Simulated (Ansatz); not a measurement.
F2S, charge +1, doublet, at a GFN2-xTB geometry (a state made from the parent by changing its charge; the spin is typed, not shown lowest). Base run: BLYP/cc-pVTZ run with Ansatz (a quantum-chemistry and plane-wave program).

Input for Ansatz:
Ansatz 0.2 input:
```yaml
crystal:
  periodic: [false, false, false]
  atoms:
    - {symbol: F, position_ang: [-1.17981570, -0.48783370, -0.00301036]}
    - {symbol: S, position_ang: [-0.00398359, 0.53886100, -0.00620045]}
    - {symbol: F, position_ang: [1.18689763, -0.47014141, 0.01403339]}
basis:
  gaussian:
    orbitals: cc-pVTZ
hamiltonian:
  xc: blyp
total_charge: 1
magnetization: {spin_polarized: true, initial_magnetization: 1}
```

The base run was repeated with changes; each row names its change, and settings that it needs were set with it.

```
change                                                          ΔE vs base (mEh)
--------------------------------------------------------------  ----------------
base                                                                       0.000
final_grid = 4, 8, 17                                                     -0.142
forces = on                                                                0.000
nuclear_model = gaussian                                                   0.372
accuracy = high                                                            0.001
final_grid = 14, 28, 59                                                    0.000
fitting.mean_field = cc-pVTZ-JKFIT                                        -0.050
point_charge = charge:0.5 position_ang:-4.1051, 0.862, -0.1951            63.812
final_grid = 6, 12, 29                                                    -0.003
fitting.mean_field = def2-universal-JKFIT                                 -0.065
final_grid = 10, 20, 41                                                    0.000
```
